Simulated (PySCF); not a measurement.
Molecule: SMILES CC(=O)c1ccsc1, C$_{6}$H$_{6}$OS.

Mapped SMILES: `[CH3:1][C:2](=[O:3])[c:4]1[cH:5][cH:6][s:7][cH:8]1`. Each H is labelled by its parent atom.

Geometry PBE0-D3(BJ)/def2-SVP throughout; GIAO in PySCF 2.14.0 with density-fitted response routines, gas phase, one conformer, non-relativistic; equivalent atoms averaged; basis pcSseg-1.

For orientation, KT2 gives these absolute shieldings σ: C2 6.1, C4 46.8, C6 61.6, C5 62.1, C1 154.6, O3 -252.0, S7 290.1, H(C8) 23.23, H(C1) 28.77 ppm.

A run gave: C2 -14.1, C4 29.6, C6 44.0, C5 45.7, C1 145.3, O3 -299.6, S7 221.5, H(C8) 23.42, H(C1) 28.93 ppm (absolute shieldings σ).

**Question.** Which functional was used in that run?
A. B3LYP
B. LDA
C. PBE
D. BLYP
E. HF

**Answer.** D. C1 tells them apart best: BLYP gives 145.3, HF gives 163.1, LDA gives 150.1, B3LYP gives 149.4, PBE gives 150.1 ppm.
